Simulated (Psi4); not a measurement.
H6BrN3Si (SMILES N[Si](N)(N)Br), singlet, at a GFN2-xTB geometry, atoms displaced at random by about 0.03 Å a coordinate; TPSS/STO-3G, gradient run with Psi4.

Here is a job for Psi4.
```
memory 2 GB

molecule {
0 1
N    -0.96029949   -1.56016923   -1.00415544
Si   -0.36237328    0.04420243   -0.79168946
N     0.83042046    0.40989595   -1.83472406
N    -1.59014906    1.27555497   -0.66665976
Br    0.59363256   -0.03347999    1.27540209
H    -1.49668578   -1.95865856   -0.27520317
H    -1.32816959   -1.80783419   -1.92903730
H     1.82548559   -0.04002774   -1.79621097
H     0.74250428    0.73705110   -2.76945373
H    -1.29384444    2.14112653   -0.22194065
H    -2.25632412    1.38213392   -1.38617782
symmetry c1
no_reorient
no_com
}

set {
  basis sto-3g
}

gradient('tpss')
print_variables()
```

Problem. Predict the main parts of the log of this Psi4 run.

Solution. 
```
gradient() will perform analytic gradient computation.

   => Loading Basis Set <=

    Name: STO-3G
    Role: ORBITAL
    Keyword: BASIS

         ---------------------------------------------------------
                                   SCF
               by Justin Turney, Rob Parrish, Andy Simmonett
                          and Daniel G. A. Smith
                              RKS Reference
         ---------------------------------------------------------

  ==> Geometry <==

    Molecular point group: c1
    Full point group: C1

    Geometry (in Angstrom), charge = 0, multiplicity = 1:

       Center              X                  Y                   Z               Mass
    ------------   -----------------  -----------------  -----------------  -----------------
         N           -0.960299490000    -1.560169230000    -1.004155440000    14.003074004430
         SI          -0.362373280000     0.044202430000    -0.791689460000    27.976926534650
         N            0.830420460000     0.409895950000    -1.834724060000    14.003074004430
         N           -1.590149060000     1.275554970000    -0.666659760000    14.003074004430
         BR           0.593632560000    -0.033479990000     1.275402090000    78.918337600000
         H           -1.496685780000    -1.958658560000    -0.275203170000     1.007825032230
         H           -1.328169590000    -1.807834190000    -1.929037300000     1.007825032230
         H            1.825485590000    -0.040027740000    -1.796210970000     1.007825032230
         H            0.742504280000     0.737051100000    -2.769453730000     1.007825032230
         H           -1.293844440000     2.141126530000    -0.221940650000     1.007825032230
         H           -2.256324120000     1.382133920000    -1.386177820000     1.007825032230

  Running in c1 symmetry.

  Rotational constants: A =      0.11871  B =      0.05049  C =      0.04955 [cm^-1]
  Rotational constants: A =   3558.90660  B =   1513.77455  C =   1485.50955 [MHz]
  Nuclear repulsion =  442.456737848910507

  Charge       = 0
  Multiplicity = 1
  Electrons    = 76
  Nalpha       = 38
  Nbeta        = 38

  ==> Algorithm <==

  SCF Algorithm Type is DF.
  DIIS enabled.
  MOM disabled.
  Fractional occupation disabled.
  Guess Type is SAD.
  Energy threshold   = 1.00e-08
  Density threshold  = 1.00e-08
  Integral threshold = 1.00e-12

  ==> Primary Basis <==

  Basis Set: STO-3G
    Blend: STO-3G
    Number of shells: 28
    Number of basis functions: 48
    Number of Cartesian functions: 49
    Spherical Harmonics?: true
    Max angular momentum: 2

  ==> DFT Potential <==

   => LibXC <=

    Version 7.1.2
    S. Lehtola, C. Steigemann, M. J. T. Oliveira, and M. A. L. Marques,  SoftwareX 7, 1–5 (2018) (10.1016/j.softx.2017.11.002)

   => Composite Functional: TPSS <=

    TPSS Meta-GGA XC Functional

    J. Tao, et al., Phys. Rev. Lett., 91, 146401, 2003

    Deriv               =              1
    GGA                 =           TRUE
    Meta                =           TRUE

    Exchange Hybrid     =          FALSE
    MP2 Hybrid          =          FALSE

   => Exchange Functionals <=

    1.0000   XC_MGGA_X_TPSS

   => Correlation Functionals <=

    1.0000   XC_MGGA_C_TPSS

   => LibXC Density Thresholds  <==

    XC_MGGA_C_TPSS:  1.00E-15
    XC_MGGA_X_TPSS:  1.00E-15

   => Molecular Quadrature <=

    Radial Scheme          =       TREUTLER
    Pruning Scheme         =           NONE
    Nuclear Scheme         =       TREUTLER

    Blocking Scheme        =         OCTREE
    BS radius alpha        =              1
    Pruning alpha          =              1
    Radial Points          =             75
    Spherical Points       =            302
    Total Points           =         232070
    Total Blocks           =           1778
    Max Points             =            256
    Max Functions          =             44
    Weights Tolerance      =       1.00E-15

   => Loading Basis Set <=

[...]
  @DF-RKS Final Energy: -2997.84733148296573
    Total Energy =                      -2997.8473314829657284
[...]
         BR           0.593632560000    -0.033479990000     1.275402090000    78.918337600000
         H           -1.496685780000    -1.958658560000    -0.275203170000     1.007825032230
         H           -1.328169590000    -1.807834190000    -1.929037300000     1.007825032230
         H            1.825485590000    -0.040027740000    -1.796210970000     1.007825032230
         H            0.742504280000     0.737051100000    -2.769453730000     1.007825032230
         H           -1.293844440000     2.141126530000    -0.221940650000     1.007825032230
         H           -2.256324120000     1.382133920000    -1.386177820000     1.007825032230

  Nuclear repulsion =  442.456737848910507

  ==> Basis Set <==

  Basis Set: STO-3G
    Blend: STO-3G
    Number of shells: 28
    Number of basis functions: 48
    Number of Cartesian functions: 49
    Spherical Harmonics?: true
    Max angular momentum: 2

  ==> DFJKGrad: Density-Fitted SCF Gradients <==

    Gradient:                    1
    J tasked:                  Yes
    K tasked:                   No
    wK tasked:                  No
    Integrals threads:           1
    Schwarz Cutoff:          1E-12
    Fitting Condition:       1E-10

   => Auxiliary Basis Set <=

  Basis Set: (STO-3G AUX)
    Blend: DEF2-UNIVERSAL-JKFIT
    Number of shells: 209
    Number of basis functions: 733
    Number of Cartesian functions: 925
    Spherical Harmonics?: true
    Max angular momentum: 5

  ==> DFT Potential <==

   => LibXC <=

    Version 7.1.2
    S. Lehtola, C. Steigemann, M. J. T. Oliveira, and M. A. L. Marques,  SoftwareX 7, 1–5 (2018) (10.1016/j.softx.2017.11.002)

   => Composite Functional: TPSS <=

    TPSS Meta-GGA XC Functional

    J. Tao, et al., Phys. Rev. Lett., 91, 146401, 2003

    Deriv               =              1
    GGA                 =           TRUE
    Meta                =           TRUE

    Exchange Hybrid     =          FALSE
    MP2 Hybrid          =          FALSE

   => Exchange Functionals <=

    1.0000   XC_MGGA_X_TPSS

   => Correlation Functionals <=

    1.0000   XC_MGGA_C_TPSS

   => LibXC Density Thresholds  <==

    XC_MGGA_C_TPSS:  1.00E-15
    XC_MGGA_X_TPSS:  1.00E-15

   => Molecular Quadrature <=

    Radial Scheme          =       TREUTLER
    Pruning Scheme         =           NONE
    Nuclear Scheme         =       TREUTLER

    Blocking Scheme        =         OCTREE
    BS radius alpha        =              1
    Pruning alpha          =              1
    Radial Points          =             75
    Spherical Points       =            302
    Total Points           =         232070
    Total Blocks           =           1778
    Max Points             =            256
    Max Functions          =             44
    Weights Tolerance      =       1.00E-15

  -Total Gradient:
     Atom            X                  Y                   Z
    ------   -----------------  -----------------  -----------------
       1       -0.037525171277    -0.027465235770     0.032601264752
       2        0.037890529196     0.010559700629    -0.067743219685
       3       -0.102338175843     0.016802419825     0.011132173535
       4       -0.041733855789     0.041991500139    -0.032650143179
       5        0.004134716329    -0.001547953182     0.008816918972
       6        0.035566153193     0.024749813978    -0.039841717693
       7        0.008880322462     0.008957771009     0.013286628744
       8        0.040168728830    -0.012827769498    -0.007184016100
       9        0.013979386902    -0.022357130684     0.044497530725
      10       -0.000360301957    -0.024600796496    -0.003946203929
      11        0.041294120196    -0.014457817114     0.041370958144

  Variable Map:
  ----------------------------------------------------------------------------
[...]
  Array Variable Map:
  ----------------------------------------------------------------------------
[...]
[...]
```
